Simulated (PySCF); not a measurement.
# Deuteron quadrupole couplings in `C#C[SiH2][Si@H]1C[C@@H](F)C1`

C5H9FSi2.
Structure used (GFN2-xTB), in Å, numbered top down from 1:
```
atom  x, y, z in Å
C1     3.472   -2.472    0.661
C2     2.903   -1.457    0.356
Si3    2.032    0.107   -0.103
Si4   -0.217   -0.380   -0.325
C5    -1.423    0.251    1.029
C6    -2.286    0.918   -0.043
F7    -2.670    2.201    0.302
C8    -1.336    0.884   -1.242
H9     3.970   -3.360    0.927
H10    2.348    1.078    0.955
H11    2.649    0.577   -1.352
H12   -0.595   -1.747   -0.726
H13   -1.962   -0.451    1.658
H14   -0.988    1.010    1.678
H15   -3.215    0.372   -0.232
H16   -1.817    0.620   -2.180
H17   -0.873    1.861   -1.372
```

Level: PBE0/pcSseg-1 (PySCF, non-relativistic); Q(2H) = 0.00286 b; rigid geometry, the same for H and D, with no vibrational averaging.

Question: Rank these positions by the coupling χzz of a deuteron there, largest first.
A. H9 (alkyne hydrogen)
B. H14 (methylene hydrogen)
C. H15 (methine hydrogen)
D. H12 (Si–H hydrogen)

Answer: A (260 kHz), B (213 kHz), C (195 kHz), D (105 kHz).

Question: Give the electric field gradient Vzz (the principal value of largest size), its asymmetry and the 2H coupling at each hydrogen.

Answer: 
```tsv
atom	bonded to	bond length (Å)	Vzz (au)	η	χzz (kHz)
H9	C1	1.053	0.3865	0.00	260
H10	Si3	1.471	0.1576	0.01	106
H11	Si3	1.470	0.1580	0.01	106
H12	Si4	1.474	0.1563	0.02	105
H13	C5	1.087	0.3227	0.04	217
H14	C5	1.089	0.3171	0.03	213
H15	C6	1.094	0.2896	0.07	195
H16	C8	1.087	0.3224	0.04	217
H17	C8	1.089	0.3181	0.03	214
```

Question: Average by the element that carries the hydrogen.

Answer: on C: 219 kHz over 6 positions, mean bond length 1.083 Å; on Si: 106 kHz over 3 positions, mean bond length 1.471 Å.

Geometry: GFN2-xTB, one conformer, isolated molecule. GFN2-xTB bond lengths can be off by several hundredths of an ångström, more for odd bonds, and the gradients follow them. With so small a basis the couplings can be 20 % off.
